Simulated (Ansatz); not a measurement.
Geometry optimisation, DFT LDA, scalar-relativistic, plane waves, PAW in Ansatz.

Input file:

```yaml
crystal:
  lattice:
    - [0.0, 5.43, 5.43]
    - [5.43, 0.0, 5.43]
    - [5.43, 5.43, 0.0]
  atoms:
    - { symbol: Si, position: [0.0, 0.0, 0.0] }
    - { symbol: Si, position: [0.125, 0.125, 0.125] }
    - { symbol: Si, position: [0.0, 0.0, 0.5] }
    - { symbol: Si, position: [0.125, 0.125, 0.625] }
    - { symbol: Si, position: [0.0, 0.5, 0.0] }
    - { symbol: Si, position: [0.125, 0.625, 0.125] }
    - { symbol: Si, position: [0.0, 0.5, 0.5] }
    - { symbol: Si, position: [0.125, 0.625, 0.625] }
    - { symbol: Si, position: [0.5, 0.0, 0.0] }
    - { symbol: Si, position: [0.625, 0.125, 0.125] }
    - { symbol: Si, position: [0.5, 0.0, 0.5] }
    - { symbol: Si, position: [0.625, 0.125, 0.625] }
    - { symbol: Si, position: [0.5, 0.5, 0.0] }
    - { symbol: Si, position: [0.625, 0.625, 0.125] }
    - { symbol: Si, position: [0.5, 0.5, 0.5] }
    - { symbol: Si, position: [0.625, 0.625, 0.625] }
    - { symbol: "N", position: [0.3739606, 0.876847, 0.86924], spin: 1.0 }
magnetization:
  spin_polarized: true
basis:
  ecutwfc: 420.0
kpoints:
  mp_grid: { grid: [2, 2, 2] }
hamiltonian:
  xc: lda
scf:
  occupations: { method: fermi_dirac, width: 0.02 }
  lower_state_search: "off"
relax:
  f_tol: 0.08
  max_steps: 25
  adjacent_minimum: "off"
```

Run as:

```bash
$ ansatz run input.yaml --threads 1 --pin off --max-ram 3072MiB --backend cpu --events-out ev --progress --plain --runs-dir out
```

**Question.** Where does it end, and by what steps?

**Answer.** The forces met the threshold. The threshold is loose, so the end isn't yet a minimum. Limits of this set-up: coarse k mesh. After 11 steps the energy has fallen by 1.790 eV; N17 moved furthest, 0.86 Å.

```
step  energy less start (eV)  largest force component (eV/Å)  accepted
   0                  0.0000                           0.645       yes
   1                 -0.1719                           0.485       yes
   2                 -0.4691                           0.540       yes
   3                 -0.7959                           0.629       yes
   4                 -0.7007                           1.541        no
   5                 -0.9949                           0.586       yes
   6                 -1.1670                           1.060       yes
   7                 -1.4063                           0.850       yes
   8                 -1.6721                           0.482       yes
   9                 -1.7757                           0.215       yes
  10                 -1.7886                           0.081       yes
  11                 -1.7903                           0.014       yes
```

```xyz
17
Lattice="0.0000 5.4300 5.4300 5.4300 0.0000 5.4300 5.4300 5.4300 0.0000" Properties=species:S:1:pos:R:3
Si -0.305 0.164 0.167
Si 1.321 1.381 1.384
Si 2.748 2.651 0.034
Si 4.156 3.856 1.443
Si 2.749 0.032 2.654
Si 4.157 1.440 3.860
Si 5.590 2.874 2.877
Si 6.945 4.230 4.232
Si 0.085 2.799 2.802
Si 1.458 4.171 4.172
Si 2.879 5.594 2.409
Si 4.096 6.810 4.037
Si 2.880 2.408 5.597
Si 4.097 4.034 6.813
Si 5.366 5.462 5.465
Si 6.571 6.871 6.873
N 8.989 6.273 6.275
```

The run took 3.8 min on 1 thread of Arm Neoverse V1, on a shared host, peak memory 0.64 GiB.
